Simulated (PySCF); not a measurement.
## CdO: one state, many levels of theory

State: ³Π (triplet), unpaired electrons σ ↑, π ↑. Set-up: PySCF, scalar-relativistic core potentials, basis sets Cd def2-TZVPP with ECP28, O def2-TZVPP. De refers to Cd + O in their high-spin ground configurations, without counterpoise correction. The functionals are run spin-unrestricted. A positive dipole means Cd(−)O(+). Levels whose curve was spin-contaminated or gave no clean fit are not listed.

```tsv
Level	Re (Å)	ωe (cm⁻¹)	De (eV)	μ (D)	CPU s a point (SCF and correlation, without the integrals)
PBE	2.120	388	1.20	-2.48	0.62
r²SCAN	2.083	432	1.23	-2.56	0.81
r²SCANh	2.079	437	1.12	-2.66	1.4
PBE0	2.092	418	0.96	-2.75	1.6
r²SCAN0	2.072	446	0.97	-2.81	1.4
M06	2.142	360	0.64	-2.78	1.4
BHandHLYP	2.096	416	0.63	-3.02	1
LC-ωPBE	2.046	495	1.25	-3.08	1.5
```

(1) What does the step from GGA to meta-GGA do here, going from PBE to r²SCAN?

(2) What does a quarter of exact exchange do here, going from r²SCAN to r²SCAN0?

Spin–orbit coupling is left out. The state was picked by a PBE0 search and need not be the measured ground state.

The whole job (state search and all levels along the bond) took about 3.6 min on 1 thread of AMD EPYC 9R14 (shared host), peak memory 2.3 GiB.

Results:

(1) r²SCAN less PBE: -3.7 pm in Re, +11.3 % in ωe, +0.03 eV in De. 

(2) r²SCAN0 less r²SCAN: -1.1 pm in Re, +3.2 % in ωe, -0.26 eV in De. Exact exchange removes part of the self-interaction that spreads semilocal densities, and in most molecules shortens and stiffens the bond and lowers De; so it does here.
